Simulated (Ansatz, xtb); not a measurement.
System: BeH$_{2}$ (charge 0, singlet). 
Coordinates optimised at B3LYP-D3(BJ)/def2-TZVP (Ansatz, a program for electronic structure):
SMILES: [BeH2]
```xyz
3

Be     0.0000     0.0000     0.0000
H      0.0000     0.0000     1.3301
H      0.0000     0.0000    -1.3301
```
Charge 0, spin multiplicity 1.

Harmonic wavenumbers from GFN2-xTB (xtb, at its own minimum), cm⁻¹: 459, 459, 1962, 2116.

Question: Give the harmonic wavenumbers at B3LYP-D3(BJ)/def2-TZVP (Ansatz, finite differences of forces, unscaled).

Answer: 725, 725, 2024, 2240 cm⁻¹. Zero-point energy 8.2 kcal/mol.

Question: From these and the geometry, give the ideal-gas thermochemistry at 298.15 K and 1 atm (rigid rotor, harmonic oscillator).

Answer: Point group D∞h, rotational symmetry number 2. Rotational constants 141.7, 141.7 GHz. S(trans) 33.15, S(rot) 8.12, S(vib) 0.56, S(elec, spin only) 0.00, S 41.8 cal/(mol K). H(298) - H(0) 2.20 kcal/mol; G - E(el) -2.1 kcal/mol.
